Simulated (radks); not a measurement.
Effect of the nuclear size on neutral samarium, [Xe] 4f6 6s2. Calculated with a radial shooting solver on a logarithmic mesh with Libxc functionals: Dirac Kohn-Sham, PBE, spin-unpolarised, spherical densities, finite nucleus; open shells fill j = l - 1/2 first; Fermi nuclear charge, rms radius 5.0819 fm. The rms radius is varied about that value; shifts are against it.

rms radius (fm)  total energy shift (eV)  density at nucleus (e/bohr^3)  1s1/2 shift (meV)  2s1/2 shift (meV)  5s1/2 shift (meV)  5p1/2 shift (meV)  6s1/2 shift (meV)  4f5/2 shift (meV)  6p1/2 (empty) shift (meV)
4.218                              -5.27                      5.574e+05              -2180               -276              -2.00              0.280             -0.081              0.437                      0.088
4.904                              -1.15                      5.377e+05               -474              -60.0             -0.434              0.061             -0.018              0.095                      0.019
5.0819                                 0                      5.332e+05              0.000              0.000              0.000              0.000              0.000              0.000                      0.000
5.5189                              2.95                      5.228e+05               1220                154               1.12             -0.157              0.045             -0.244                     -0.049
5.9001                              5.67                      5.145e+05               2340                297               2.15             -0.301              0.088             -0.470                     -0.094

Slopes of the eigenvalues against <r^2> in GHz/fm^2, as finite differences over the two radii next to the reference (eigenvalue slopes, not the field-shift constants of lines): 1s1/2 63900, 2s1/2 8090, 5s1/2 58.5, 5p1/2 -8.21, 6s1/2 2.38, 4f5/2 -12.8, 6p1/2 (empty) -2.57.
